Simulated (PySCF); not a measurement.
From one molecule to another.

First species: C6H13NOSi2.
Numbering: `[N:1]#[C:2][CH2:3][C@@H:4]1[CH2:5][SiH2:6][SiH2:7][CH2:8][CH2:9][O:10]1` (hydrogens: H11, H12 on C3; H13 on C4; H14, H15 on C5; H16, H17 on Si6; H18, H19 on Si7; H20, H21 on C8; H22, H23 on C9)

Structure used (GFN2-xTB), in Å, numbered top down from 1:
```xyz
23
C6H13NOSi2 angstrom
N      3.659    2.016   -1.264
C      2.921    1.149   -1.370
C      1.972    0.077   -1.490
C      0.880    0.184   -0.402
C      1.429    0.053    1.010
Si    -0.033   -0.500    2.118
Si    -2.021    0.401    1.333
C     -2.453   -0.516   -0.291
C     -1.270   -0.524   -1.255
O     -0.070   -0.852   -0.579
H      1.513    0.120   -2.483
H      2.488   -0.882   -1.387
H      0.384    1.161   -0.502
H      1.876    0.995    1.323
H      2.218   -0.698    1.033
H     -0.038   -1.968    2.136
H      0.312   -0.069    3.484
H     -3.180    0.226    2.216
H     -1.972    1.839    1.005
H     -3.314   -0.084   -0.798
H     -2.709   -1.548   -0.049
H     -1.418   -1.276   -2.041
H     -1.176    0.456   -1.738
```

Second species: C₅H₁₁FSSi₂.
SMILES: `CC#C[Si@H](CSC)[SiH2]F`

Levels: PBE0/pcSseg-1 for HOMO energy, LUMO energy and HOMO–LUMO gap. Geometries: GFN2-xTB. Each structure is a single optimised conformer of the isolated species, non-relativistic unless stated; the electronic structure was computed with PySCF and density fitting.

Dipoles, sizes and rotational constants follow the conformer. The torsions of the flexible species, by atom-mapped SMILES:
- `[CH3:1][C:2]#[C:3][Si@H:4]([CH2:5][S:6][CH3:7])[SiH2:8][F:9]`: C3–Si4–C5–S6 53°, Si4–C5–S6–C7 66°, C3–Si4–Si8–F9 -71°

The conformers of `N#CC[C@@H]1C[SiH2][SiH2]CCO1` aren't listed.

| property | column X | column Y |
| --- | --- | --- |
| HOMO energy | -7.99 eV | -6.17 eV |
| LUMO energy | 0.02 eV | -0.95 eV |
| HOMO–LUMO gap | 8.01 eV | 5.22 eV |

Problem. Which column belongs to which species?

Solution. Column X is the first species and column Y the second. The first has 23 atoms and 92 electrons, the second 20 and 94.

Problem. How does each property change from the first species to the second?

Solution. HOMO energy +1.82 eV; LUMO energy -0.97 eV; HOMO–LUMO gap -2.79 eV.

On the second:  GFN2-xTB frequencies show an imaginary mode (21i cm⁻¹), so this geometry is no minimum at that level.
